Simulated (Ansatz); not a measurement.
Program: Ansatz. Geometries: PBE0-D4/def2-TZVP. ΔE: electronic, gas phase. CBS: MP2 limit from def2 TZ/QZ plus the TZ coupled-cluster correction, frozen cores. This one scheme is used for every species, atoms too. Functionals use def2-TZVPP. B3LYP here is the variant with VWN-RPA as its local correlation; programs differ in this. Open shells (•) are unrestricted, without spin–orbit coupling. Spin–orbit coupling would lower the free atoms: a little for C; clearly for Br, Ge. For Br, Ge outer-core shells are correlated without core-valence functions, so the limit isn't a true one: a few kJ/mol of doubt a bond, and 10 to 20 or more in all where bonds break to atoms. Scalar relativity is left out up to krypton. One conformer a species, not always the lowest.

`[CH3][GeH2][CH2]Br` → Br• + 2 C• + Ge• + 7 H•  (atomization)

**Question.** What is ΔE at CCSD(T)/CBS? (Best estimate.)

**Answer.** Ansatz gave: +3637.2 kJ/mol.

**Question.** What do these levels give: r2SCAN-D4, PBE0-D4, B3LYP-D4, B3LYP, SCS-MP2/def2-TZVPP, MP2/def2-QZVPP? (An estimate is asked.)

**Answer.** The calculation gave: r2SCAN-D4 3629.6, PBE0-D4 3620.0, B3LYP-D4 3604.9, B3LYP 3567.5, SCS-MP2/def2-TZVPP 3572.9, MP2/def2-QZVPP 3620.1 kJ/mol.

Largest T1 diagnostic among the species: 0.009.

In def2-TZVPP, CCSD(T) changes the Hartree–Fock value by +874.2 kJ/mol (the triples alone add +46.0 kJ/mol) and MP2 by +888.5 kJ/mol; breaking electron pairs costs correlation energy, which Hartree–Fock lacks. The D4 term adds +37.4 kJ/mol with B3LYP and +19.6 kJ/mol with PBE0; it sums over pairs of atoms, weighted by their polarisabilities, and B3LYP, whose exchange is more repulsive, gets the larger term.

For atomizations the MP2-based limit and the directly extrapolated one differ by several kJ/mol either way, and by 10 to 25 for some Ge, Se and Sn compounds, so smaller differences from it don't rank the levels.
